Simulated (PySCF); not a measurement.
# W (tungsten, neutral) across methods

[Xe] 4f14 5d3 6s2 7s1, high-spin 5F determinant (an excited configuration). Calculation: PySCF 2.14, in aug-cc-pVDZ-PP with ECP60MDF; scalar relativity through the core potential.

| method | E (hartree) | mean ε 6s α (eV) | mean ε 6s β (eV) | mean ε 7s α (eV) | Σ⟨r²⟩ (bohr²) | ⟨S²⟩ |
| --- | --- | --- | --- | --- | --- | --- |
| wB97X-V | -66.9844 | -12.597 | -11.601 | -2.460 | 122.3 | 6.003 |
| UHF | -66.45236 | -12.348 | -10.499 | -2.334 | 125.1 | 6.009 |
| TPSS | -67.0213 | -9.985 | -8.668 | -1.637 | 122.8 | 6.003 |
| M06-2X | -66.9363 | -11.716 | -10.194 | -2.081 | 122.7 | 6.010 |
| LDA | -66.8715 | -10.243 | -9.097 | -1.643 | 120.2 | 6.001 |
| PBEsol | -66.9297 | -10.070 | -8.821 | -1.653 | 121.3 | 6.002 |
| r2SCAN | -67.0493 | -10.166 | -8.867 | -1.659 | 122.1 | 6.010 |
| PBE | -67.0522 | -10.000 | -8.757 | -1.670 | 121.6 | 6.002 |

Task: Estimate the same row for PBE0.

Result: E (hartree) = -67.0147; mean ε 6s α (eV) = -10.767; mean ε 6s β (eV) = -9.455; mean ε 7s α (eV) = -1.912; Σ⟨r²⟩ (bohr²) = 122.3; ⟨S²⟩ = 6.003.

Energies and moments cover only the electrons outside the core potential. Spin-orbit coupling, absent here, splits the open shell strongly. The outer electron is Rydberg-like, and this basis confines it to a smaller radius and binds it less than a complete one would.
